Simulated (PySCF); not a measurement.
Induced dipoles and field energies

Species: C4H8O3.
SMILES with atom numbers: `[CH3:1][CH:2]1[O:3][CH2:4][O:5][CH2:6][O:7]1` (hydrogens: H8, H9, H10 on C1; H11 on C2; H12, H13 on C4; H14, H15 on C6)

Geometry (GFN2-xTB, Å), atoms numbered from 1 in this order:
```xyz
15
C4H8O3 angstrom
C      2.0901   -0.5212    0.0218
C      0.6427   -0.1637   -0.2529
O     -0.1901   -1.1415    0.3252
C     -1.5343   -0.7929    0.1858
O     -1.8137    0.4647    0.7314
C     -0.9799    1.4271    0.1517
O      0.3712    1.1069    0.2913
H      2.3047   -1.4983   -0.3984
H      2.2456   -0.5457    1.0957
H      2.7359    0.2296   -0.4216
H      0.4340   -0.1282   -1.3476
H     -2.1216   -1.5279    0.7373
H     -1.8107   -0.7977   -0.8913
H     -1.2286    1.5292   -0.9270
H     -1.1497    2.3677    0.6768
```

Level: wB97X-D/def2-SVPD (PySCF); nuclei fixed, core orbitals frozen in the response. Permanent dipole (-0.064, -0.014, -1.928) D (1 au = 2.5417 D). Static polarisability (au):

```
x   65.23 -1.61 -0.83
y   -1.61 59.25  0.12
z   -0.83  0.12 53.07
```

Only the terms in μ and α are kept: μ(F) = μ + αF and ΔE = −μ·F − ½ F·αF.

(1) A field of 0.008 au (0.411 V/Å) is applied along each axis in both senses. Find the induced dipole, the size of the total dipole and the two energy terms.

(2) For the field (0.0064, -0.0040, 0.0008) au, what is the induced dipole, and what angle does it make with the field?

(3) Which field along μ doubles the dipole in that direction (linear response)?

(4) What field makes μF equal to kT at 100 K?

(5) Induction energy −ᾱe²/2R⁴ of a unit charge at 14 Å, the molecule taken as a point?

## Answers

(1) 
| field along | induced x (D) | induced y (D) | induced z (D) | total size (D) | −μ·F (kJ/mol) | −½F·αF (kJ/mol) |
| --- | --- | --- | --- | --- | --- | --- |
| +x | 1.326 | -0.033 | -0.017 | 2.319 | +0.529 | -5.480 |
| −x | -1.326 | 0.033 | 0.017 | 2.363 | -0.529 | -5.480 |
| +y | -0.033 | 1.205 | 0.002 | 2.266 | +0.116 | -4.978 |
| −y | 0.033 | -1.205 | -0.002 | 2.283 | -0.116 | -4.978 |
| +z | -0.017 | 0.002 | 1.079 | 0.853 | +15.932 | -4.459 |
| −z | 0.017 | -0.002 | -1.079 | 3.008 | -15.932 | -4.459 |

(2) αF = (1.076, -0.628, 0.093) D, at 2.5° to the field. The polarisability along this direction, F·αF/F², is 64.70 au, against a mean of 59.18 au.

(3) The polarisability along the dipole is 53.03 au, so F = 0.7590 au / 53.03 au = 0.0143 au = 0.74 V/Å; higher-order terms are ignored.

(4) kT = 0.3167 × 10⁻³ Eh, so F = 0.000417 au = 2.15 MV/cm.

(5) R = 26.46 bohr, so the energy is −59.2/(2 × 26.46⁴) Eh = -0.159 kJ/mol. The charge–dipole term at its most favourable orientation, −μe/R², is -2.85 kJ/mol.

Isolated species at its GFN2-xTB geometry (one conformer only).

These values come from a run that also computed excited states. Hardware: x86-64 server, one thread, no GPU (shared host). Cost: 21 s of wall time.

wB97X-D is run here without its empirical dispersion term; that term would change no orbital, density or response property at a fixed geometry.
